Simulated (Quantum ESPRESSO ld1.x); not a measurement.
Results of a calculation; reference values are marked as such.
Task: The aim is neutral rhenium in [Xe] 4f14 5d5 6s2. What will ld1.x (Quantum ESPRESSO 7.5) do with this input?

```
 &input
    zed=75.0,
    iswitch=1,
    rel=2,
    dft='PW',
    config='[Xe] 4f14 5d5 6s2',
    verbosity='high',
    cau_fact=59.81,
    prefix='ld1',
    max_out_wfc=37,
    file_charge='ld1.rho',
 /
```

Result: Crashed. The program stops in dirsol with "no classical turning point found": with c below Z the Dirac equation of a point nucleus has no 1s solution.

Output (excerpt):

```
     Program LD1 v.7.5 starts

 %%%%%%%%%%%%%%%%%%%%%%%%%%%%%%%%%%%%%%%%%%%%%%%%%%%%%%%%%%%%%%%%%%%%%%%%%%%%%%
     Error in routine dirsol (1):
     no classical turning point found
 %%%%%%%%%%%%%%%%%%%%%%%%%%%%%%%%%%%%%%%%%%%%%%%%%%%%%%%%%%%%%%%%%%%%%%%%%%%%%%

     stopping ...
```

Run on one thread of a shared host, so times are rough (Intel(R) Xeon(R) Processor @ 2.60GHz): 0.5 s of CPU time, 0.55 s wall.
